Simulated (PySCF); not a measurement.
F₆Si₂. Atoms are numbered in the order given.

```xyz
8

F      1.2975    -0.7491     1.7177
Si     0.0000     0.0000     1.1570
F      0.0000     1.4982     1.7177
F     -1.2975    -0.7491     1.7177
Si     0.0000     0.0000    -1.1570
F      1.2975     0.7491    -1.7177
F      0.0000    -1.4982    -1.7177
F     -1.2975     0.7491    -1.7177
```

Geometry optimised at PBE0-D3(BJ)/def2-SVP. One conformer was computed; it need not be the lowest.

Method: PBE/def2-TZVP run with PySCF.

ESP charges are fitted to the potential on shells at 1.4 to 2.0 van der Waals radii. Atomic charges (e):

```
atom  meta-Löwdin  Mulliken  ESP fit  Löwdin
----  -----------  --------  -------  ------
F1            [?]     -0.24    -0.17    0.06
Si2           [?]      0.72     0.51   -0.19
F3            [?]     -0.24    -0.17    0.06
F4            [?]     -0.24    -0.17    0.06
Si5           [?]      0.72     0.51   -0.19
F6            [?]     -0.24    -0.17    0.06
F7            [?]     -0.24    -0.17    0.06
F8            [?]     -0.24    -0.17    0.06
```

### Question
What belongs in the gaps? (Estimate from the structure and the level; the computed values follow.)

### Answer

- F1, meta-Löwdin: -0.45
- Si2, meta-Löwdin: 1.36
- F3, meta-Löwdin: -0.45
- F4, meta-Löwdin: -0.45
- Si5, meta-Löwdin: 1.36
- F6, meta-Löwdin: -0.45
- F7, meta-Löwdin: -0.45
- F8, meta-Löwdin: -0.45

### Question
Give the Mayer and Wiberg (Löwdin basis) orders of the bonds. (The exact figures need the calculation; the answer reports its results.)

### Answer

| bond | Mayer | Wiberg |
|---|---|---|
| F1–Si2 | 1.19 | 1.78 |
| Si2–F3 | 1.19 | 1.78 |
| Si2–F4 | 1.19 | 1.78 |
| Si2–Si5 | 0.86 | 0.94 |
| Si5–F6 | 1.19 | 1.78 |
| Si5–F7 | 1.19 | 1.78 |
| Si5–F8 | 1.19 | 1.78 |
